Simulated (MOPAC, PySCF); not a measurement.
H$_{2}$Cl$_{2}$Si$_{2}$, SMILES `Cl/[SiH]=[SiH]\Cl`, neutral singlet in the gas phase. 

Z-matrix (Å, degrees):
```
Si
H 1 1.4891
Cl 1 2.0489 2 108.03
Si 1 2.2122 2 112.99 3 132.96
H 4 1.4891 1 112.99 2 64.23
Cl 4 2.0489 5 108.03 1 -132.96
```
Charge 0, spin multiplicity 1.

All levels are single points at this geometry (PBE0-D3(BJ)/def2-TZVP); Pople sets use spherical d functions. Orbital energies aren't observables, and empty levels follow the basis.

```tsv
level	HOMO (eV)	LUMO (eV)	gap (eV)	dipole (D)	vertical IE, Delta-SCF (eV)
ωB97X-D3(BJ)/def2-TZVP in PySCF	-8.36	-1.00	7.36	1.48	8.22
B3LYP/6-311+G** in PySCF	-6.35	-3.09	3.26	1.94	–
B3LYP/LANL2DZ in PySCF	-6.59	-3.31	3.28	2.93	–
BP86/6-31G* in PySCF	-5.68	-3.55	2.14	1.77	–
M06-2X/6-31G* in PySCF	-7.28	-2.21	5.06	2.21	–
PBE/6-31G* in PySCF	-5.58	-3.45	2.13	1.77	8.24
SVWN5/6-31G* in PySCF	-5.67	-3.57	2.10	1.83	8.40
PM6 in MOPAC	-7.34	-1.88	5.46	2.51	–
PM7 in MOPAC	-8.94	-3.17	5.77	2.93	–
```
